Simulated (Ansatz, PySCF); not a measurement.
Complex: N2 (SMILES N#N) (first 2 atoms) with AsH3 (SMILES [AsH3]); geometry from B3LYP-D3(BJ)/def2-TZVP, rigid monomers moved along the line of their centres of mass till N2···As3 is 4.04 Å.
(charge 0, multiplicity 1):
```xyz
6

N      0.24158    -0.23290    -1.00821
N      0.46010    -0.69625    -0.04515
As    -0.46349     0.15087     3.79733
H      1.02130    -0.18613     3.86816
H     -0.84672    -1.31736     3.65335
H     -0.60824     0.10156     5.31531
```

Counterpoise-corrected where a basis set is named; no monomer relaxation.

Correlated levels freeze the cores. Filled d and f shells under p-block atoms count as core. CBS: X⁻³ extrapolation of the correlation energy, Hartree–Fock from the larger set.

Codes used: Ansatz (an electronic-structure program) with Gaussian orbitals; PySCF for the dispersion terms. Each number belongs to the level named beside it.

PBE/def2-TZVPPD gives -0.26 kcal/mol for the interaction energy.

Predict the shift from PBE, with its sign, for: PBE-D3(BJ)/def2-TZVPPD, r2SCAN/def2-TZVPPD, PBE0/def2-TZVPPD, wB97M-V/def2-TZVPPD, MP2/CBS(aug-cc-pVDZ, aug-cc-pVTZ), CCSD(T)/CBS(aug-cc-pVDZ, aug-cc-pVTZ).

PBE-D3(BJ)/def2-TZVPPD -0.36; r2SCAN/def2-TZVPPD 0.03; PBE0/def2-TZVPPD 0.06; wB97M-V/def2-TZVPPD -0.17; MP2/CBS(aug-cc-pVDZ, aug-cc-pVTZ) -0.27; CCSD(T)/CBS(aug-cc-pVDZ, aug-cc-pVTZ) -0.20 kcal/mol. 2 of 6 lie above PBE; the widest gap is to PBE-D3(BJ)/def2-TZVPPD.
